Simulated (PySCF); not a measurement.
**Levels of Pt⁷³⁺ from EOM-EA-GCCSD**

Reference: closed-shell Pt⁷⁴⁺, [He] 2s2; one electron is added. Calculated with PySCF 2.14, two-component X2C-1e with screened spin-orbit coupling, an even-tempered Gaussian basis (16 s from 16 bohr⁻², ratio 2.6; 13 p from 20 bohr⁻², ratio 2.6; 7 d from 21 bohr⁻², ratio 2.8; 4 f from 390 bohr⁻², ratio 2.8); frozen nothing; the 28 highest virtual spinors dropped; of the others 54 kept and the rest restored at second order. No Breit or QED terms. Binding energies in eV.

```json
{"level": "2p1/2", "Koopmans": "21303.7", "second order": "21302.3", "EOM-CCSD": "21298.0"}
{"level": "2p3/2", "Koopmans": "19424.9", "second order": "19426.0", "EOM-CCSD": "19426.0"}
```

For comparison, the ionisation energy of Pt⁷³⁺ is 21280 ± 90 eV (theoretical estimate listed by NIST; NIST Atomic Spectra Database, ionization energies).

Only part of the computed levels is shown.
